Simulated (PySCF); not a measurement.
Computed data sheet: `CSC/P=C\C(F)(F)F`

Compound: C4H6F3PS.
Geometry (GFN2-xTB, Å), atoms numbered from 1 in this order:
```xyz
15
C4H6F3PS angstrom
C      3.0932   -0.0901   -0.1879
S      1.7544   -0.7950    0.8116
C      0.3872   -0.6193   -0.3919
P     -0.0638    1.1902   -0.3554
C     -1.7259    1.2113   -0.1656
C     -2.6623    0.0636   -0.1619
F     -2.5175   -0.7422   -1.2395
F     -2.5225   -0.7500    0.9084
F     -3.9416    0.4606   -0.1612
H      3.2784   -0.7271   -1.0487
H      2.8199    0.9144   -0.5029
H      3.9735   -0.0562    0.4453
H     -0.4049   -1.2812   -0.0526
H      0.7400   -0.9390   -1.3733
H     -2.2126    2.1680   -0.0520
```

Among its groups: sulfide, CF3 group and C–F bond.

**GFN2-xTB geometry**

```
Point group of the GFN2-xTB geometry                  : C1
Rotational constants A, B, C of the GFN2-xTB geometry : 2.696, 0.561, 0.522 GHz
```

**wB97X-D/def2-SVPD ground state and vertical TDDFT (core frozen in the response) (PySCF)**

```
Dipole moment                                                     : 3.01 D
HOMO energy                                                       : -8.64 eV
LUMO energy                                                       : -0.72 eV
HOMO–LUMO gap                                                     : 7.92 eV
Lowest singlet excitation                                         : 3.94 eV (315 nm, f = 0.062)
Strongest line among the 8 lowest singlet transitions             : S3 at 5.50 eV (225 nm, f = 0.158)
Lowest triplet excitation (Tamm–Dancoff)                          : 2.85 eV
Static isotropic polarisability                                   : 99.9 au
Electronic spatial extent ⟨r²⟩ about the centre of nuclear charge : 2057 bohr²
```

PBE0/pcSseg-1 ground state and GIAO shieldings, non-relativistic (PySCF):

```
Lowest Hirshfeld atomic charge                              : -0.16 e on C5
Highest Hirshfeld atomic charge                             : +0.25 e on C6
13C chemical shifts (computed TMS as zero) by class         : 169.1 (C5), 131.4 (C6), 40.3 (C3), 21.0 (C1) ppm
1H chemical shifts (computed TMS as zero) by class          : 8.22 (H15), 3.52 (H13/H14), 2.20 (H10/H11/H12) ppm
Isotropic shieldings of nuclei other than C and H, by class : 234 (F7/F8/F9), 15 (P4), 565 (S2) ppm
Mayer bond orders between heavy atoms                       : C1–S2 0.99, S2–C3 0.97, C3–P4 0.91, P4–C5 1.79, C5–C6 1.02, C6–F7 0.97, C6–F8 0.97, C6–F9 1.00
```

Monoisotopic mass from the formula: 173.9880 u.

In atomic units the dipole is 1.18 e·bohr (1 au = 2.5417 D). The polarisability is 14.80 Å³ as a volume (1 au = 0.148185 Å³), or 1.14 au for each of the 88 electrons. The largest Löwdin shares of the LUMO are 0.43 on P4, 0.30 on C5, 0.06 on S2 and 0.06 on C3. The vertical singlet–triplet gap S1 − T1 is 1.09 eV (TDDFT singlet less Tamm–Dancoff triplet; S1: HOMO→LUMO, weight 0.91; T1: HOMO−1→LUMO, weight 0.67).

The structure is a single GFN2-xTB conformer in the gas phase; no vibrational or solvent corrections. NMR classes are plain means over equivalent atoms (diastereotopic ones count apart unless rotation or inversion swaps them), as if these changed places fast; in this geometry the members of some classes differ.
